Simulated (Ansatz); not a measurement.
[InBrH3]- (InH₃Br⁻). Charge -1, multiplicity 1. Geometry r2SCAN-D4/def2-TZVPD, basis def2-TZVPD, Ansatz.

```xyz
5

In    0.1388   -0.1825   -0.1576
Br   -1.1902    1.5646    1.3510
H     0.1566    0.5602   -1.7510
H    -0.8221   -1.6510   -0.0523
H     1.7168   -0.2914    0.6099
```

```json
{"run": "A", "HOMO (eV)": "-2.32", "LUMO (eV)": "3.12"}
{"run": "B", "HOMO (eV)": "-4.03", "LUMO (eV)": "3.70"}
{"run": "C", "HOMO (eV)": "-1.55", "LUMO (eV)": "2.92"}
{"run": "D", "HOMO (eV)": "-2.72", "LUMO (eV)": "3.36"}
{"run": "E", "HOMO (eV)": "-5.04", "LUMO (eV)": "4.27"}
{"run": "F", "HOMO (eV)": "-2.26", "LUMO (eV)": "3.57"}
```

In the def2 sets In takes a core potential; there is no spin–orbit coupling. HSE06 is defined as in plane-wave codes, on full-range PBE exchange.

Problem. The runs used CAM-B3LYP, HSE06, PBE, PBE0, r2SCANh, ωB97X-V. Estimate which is which.

Solution. A HSE06 (range-separated); B CAM-B3LYP (range-separated); C PBE (0 % exact exchange); D PBE0 (25 % exact exchange); E ωB97X-V (range-separated); F r2SCANh (10 % exact exchange). Exact exchange lowers occupied and raises empty levels; among semilocal functionals meta-GGAs tend to open the gap a little, and such runs are hard to tell apart. The gap grows from 4.46 eV (PBE) to 9.31 eV (ωB97X-V).
